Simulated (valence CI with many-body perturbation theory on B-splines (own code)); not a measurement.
Results of a calculation; reference values are marked as such.
## Hyperfine factors and g values of Te XLVIII

Level of theory: configuration interaction combined with many-body perturbation theory (CI+MBPT): three valence electrons over a frozen Dirac-Fock core [He], radial functions for each j: 11 s, 11 p, 10 d, 8 f, 5 g, 2 h, with the one-electron correlation potential Σ1, the two-electron term Σ2, the three-electron term Σ3, Breit, model QED; selected CI, second order for the rest, scaled by the run's own slope (own B-spline code, finite nucleus).

The last digits are not significant, and no measured levels were compared; by estimate large intervals hold to a few tenths of a per cent, small ones and those within an open d or f shell to about a per cent.

A/g_I is the dipole constant over the nuclear g factor μ/I (μ in nuclear magnetons, uniformly magnetised nucleus), B/Q the quadrupole constant per barn. Both hold the static response of the core; the bare values leave it out. Large factors of s and p1/2 electrons are usually good to 5 to 10 %; those of open d and f shells near neutrality can be off by tens of per cent, and small factors of p3/2, d and f electrons come from cancelling terms and can be off by a factor of two or in sign, in half-filled shells by more. B is blank for J = 1/2, where it vanishes, and for nearly pure S terms. Energies count from the lowest level.

Levels are named by their leading jj configuration (3d3/2^4 stands for four electrons in 3d with j = 3/2), which in mixed levels can hold well under half, so a name can repeat and another be missing. Letters in brackets count levels of one name in rising energy.

| Level | E (Ry) | g | A/g_I (MHz) | A/g_I bare | B/Q (MHz/b) | B/Q bare |
| --- | --- | --- | --- | --- | --- | --- |
| (2s^2 2p1/2) J=1/2 | 0.00 | 0.643 | 1780000 | 1770000 |  |  |
| (2s 2p1/2^2) J=1/2 | 11.34 | 2.199 | 5290000 | 5220000 |  |  |
| (2s^2 2p3/2) J=3/2 | 22.32 | 1.317 | 275000 | 282000 | 523000 | 524000 |
| (2s 2p1/2 2p3/2) J=3/2 [a] | 30.24 | 1.661 | 1390000 | 1390000 | 413000 | 414000 |
| (2s 2p1/2 2p3/2) J=5/2 | 32.48 | 1.359 | 1610000 | 1600000 | 329000 | 330000 |
| (2s 2p1/2 2p3/2) J=3/2 [b] | 36.00 | 0.961 | 15700 | 29400 | 341000 | 342000 |
| (2s 2p1/2 2p3/2) J=1/2 | 36.07 | 1.207 | -1710000 | -1670000 |  |  |
| (2p1/2^2 2p3/2) J=3/2 | 48.21 | 1.366 | 242000 | 258000 | 476000 | 477000 |
| (2s 2p3/2^2) J=5/2 | 53.89 | 1.405 | 1340000 | 1330000 | 192000 | 193000 |
| (2s 2p3/2^2) J=1/2 | 59.07 | 1.874 | 5500000 | 5420000 |  |  |
| (2s 2p3/2^2) J=3/2 | 59.15 | 1.194 | -759000 | -731000 | -131000 | -131000 |
| (2p1/2 2p3/2^2) J=3/2 | 68.32 | 1.435 | -40300 | -20300 | 71900 | 72000 |
| (2p1/2 2p3/2^2) J=5/2 | 69.72 | 1.182 | 564000 | 571000 | -2230 | -2240 |
| (2p1/2 2p3/2^2) J=1/2 | 72.42 | 0.643 | 1780000 | 1770000 |  |  |
| (2p3/2^3) J=3/2 | 92.96 | 1.283 | 269000 | 282000 | -547000 | -548000 |
| (2s^2 3s) J=1/2 | 350.04 | 1.993 | 1620000 | 1600000 |  |  |
| (2s^2 3p1/2) J=1/2 | 353.99 | 0.670 | 521000 | 518000 |  |  |
| (2s 2p1/2 3s) J=1/2 [a] | 357.77 | 2.394 | 3120000 | 3080000 |  |  |
| (2s 2p1/2 3s) J=3/2 | 358.81 | 1.530 | 2510000 | 2480000 | -43300 | -43400 |
| (2s 2p1/2 3s) J=1/2 [b] | 360.47 | 0.740 | 2760000 | 2730000 |  |  |
| (2s^2 3p3/2) J=3/2 | 360.92 | 1.374 | 520000 | 517000 | 96900 | 97000 |
| (2s 2p1/2 3p1/2) J=1/2 [a] | 361.11 | 0.261 | -345000 | -335000 |  |  |
| (2s 2p1/2 3p1/2) J=3/2 | 362.39 | 1.099 | 2370000 | 2340000 | -75400 | -75500 |
| (2s^2 3d3/2) J=3/2 | 363.78 | 0.829 | 260000 | 258000 | 9760 | 10000 |
| (2s 2p1/2 3p1/2) J=1/2 [b] | 364.41 | 2.010 | 5500000 | 5430000 |  |  |
| (2s^2 3d5/2) J=5/2 | 365.52 | 1.194 | 35200 | 35100 | 41200 | 41600 |
| (2s 2p1/2 3p3/2) J=3/2 [a] | 368.30 | 1.407 | 298000 | 297000 | 146000 | 146000 |
| (2s 2p1/2 3p3/2) J=1/2 | 369.28 | 1.375 | -1540000 | -1520000 |  |  |
| (2s 2p1/2 3p3/2) J=5/2 | 369.81 | 1.342 | 1480000 | 1460000 | 51800 | 51800 |
| (2s 2p1/2 3p3/2) J=3/2 [b] | 370.03 | 1.245 | 813000 | 807000 | 104000 | 105000 |
| (2s 2p1/2 3d3/2) J=3/2 [a] | 370.60 | 0.553 | -491000 | -482000 | 37400 | 37800 |
| (2s 2p1/2 3d3/2) J=5/2 | 372.00 | 1.039 | 1270000 | 1250000 | -42900 | -42700 |
| (2s 2p1/2 3d3/2) J=1/2 | 372.81 | 0.423 | -1990000 | -1960000 |  |  |
| (2p1/2^2 3s) J=1/2 | 372.98 | 1.918 | 837000 | 830000 |  |  |
| (2s 2p1/2 3d3/2) J=3/2 [b] | 373.05 | 1.237 | 1310000 | 1290000 | 64200 | 64400 |
| (2s 2p1/2 3d5/2) J=5/2 [a] | 373.18 | 1.338 | 541000 | 533000 | 28100 | 28500 |
| (2s 2p1/2 3d5/2) J=7/2 | 374.47 | 1.245 | 1050000 | 1040000 | -70700 | -70500 |
| (2s 2p1/2 3d5/2) J=3/2 | 375.23 | 1.056 | -1170000 | -1160000 | 7640 | 7870 |
| (2s 2p1/2 3d5/2) J=5/2 [b] | 375.24 | 1.047 | 125000 | 125000 | 106000 | 107000 |
| (2p1/2^2 3p1/2) J=1/2 | 375.70 | 0.631 | 189000 | 189000 |  |  |

**Question.** Take the isotope of mass number 125, with I = 1/2, μ = -0.887 μN. What is the hyperfine structure of (2s 2p1/2 2p3/2) J=3/2 [a]?

**Answer.** From the table A = -2470000 MHz. Shifts from the centre of gravity in MHz: F = 1: 3090000, F = 2: -1850000.
